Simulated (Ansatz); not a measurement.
C6H17OSi2, doublet, geometry from GFN2-xTB; HF/STO-3G (Ansatz, a quantum-chemistry and plane-wave program).

Input for Ansatz:
Ansatz 0.2 input:
```yaml
crystal:
  periodic: [false, false, false]
  atoms:
    - {symbol: C, position_ang: [-2.11458283, -1.65463964, -1.31317324]}
    - {symbol: Si, position_ang: [-1.58454491, -0.41557434, -0.05035988]}
    - {symbol: C, position_ang: [-2.35044624, 1.30782010, -0.36672228]}
    - {symbol: C, position_ang: [-2.02640392, -0.95730004, 1.72928231]}
    - {symbol: O, position_ang: [0.04057231, -0.30171965, -0.15481260]}
    - {symbol: Si, position_ang: [1.54819020, 0.30189971, -0.02750395]}
    - {symbol: C, position_ang: [1.68759632, 1.83698840, -1.14719972]}
    - {symbol: C, position_ang: [2.72536134, -1.07916526, -0.60089357]}
    - {symbol: C, position_ang: [1.87142979, 0.77151803, 1.79093183]}
    - {symbol: H, position_ang: [-1.41815710, -2.15387394, -1.96249618]}
    - {symbol: H, position_ang: [-3.14318393, -1.93703912, -1.44896848]}
    - {symbol: H, position_ang: [-3.43440078, 1.26210299, -0.37034280]}
    - {symbol: H, position_ang: [-2.04974238, 2.01530279, 0.40040904]}
    - {symbol: H, position_ang: [-2.03119751, 1.70372096, -1.32550065]}
    - {symbol: H, position_ang: [-3.09640743, -1.09772684, 1.84104873]}
    - {symbol: H, position_ang: [-1.53978249, -1.89365799, 1.98264387]}
    - {symbol: H, position_ang: [-1.70959500, -0.21302709, 2.45371451]}
    - {symbol: H, position_ang: [1.44998486, 1.59100926, -2.17782639]}
    - {symbol: H, position_ang: [2.68903188, 2.25522623, -1.13136209]}
    - {symbol: H, position_ang: [1.00058860, 2.61687079, -0.83246316]}
    - {symbol: H, position_ang: [2.61453092, -1.96925377, 0.01059600]}
    - {symbol: H, position_ang: [3.76234982, -0.76454698, -0.54089029]}
    - {symbol: H, position_ang: [2.52620168, -1.36347700, -1.62945489]}
    - {symbol: H, position_ang: [1.19925638, 1.55874901, 2.11977506]}
    - {symbol: H, position_ang: [2.88700470, 1.12441626, 1.93985390]}
    - {symbol: H, position_ang: [1.72017869, -0.08092298, 2.44650637]}
basis:
  gaussian:
    orbitals: STO-3G
    fitting: {mean_field: cc-pVTZ-JKFIT}
hamiltonian:
  xc: hf
magnetization: {spin_polarized: true, initial_magnetization: 1}
```

It wrote (shortened):

```
Functional definition: HF
1305 factors; integrals over basis functions are off by at most 8.4e-4 eV
mean field evaluation 1: about -23929.9352 eV, gradient 1.9e1 eV
mean field evaluation 2: about -23932.3319 eV, gradient 6.1e0 eV
mean field evaluation 4: about -23932.6185 eV, gradient 5.4e-1 eV
mean field -23932.62427185 eV, -879.5077198750 hartree, gradient 2.6e-5 eV, S^2 0.765957; 0 other end points of the search recorded, 0 dependent functions left out
reference -23932.62427185 eV, -879.5077198750 hartree; 45, 44 occupied and 25, 26 virtual orbitals, 1305 factors
Total energy: -23932.62427185 eV, -879.5077198750 hartree
```
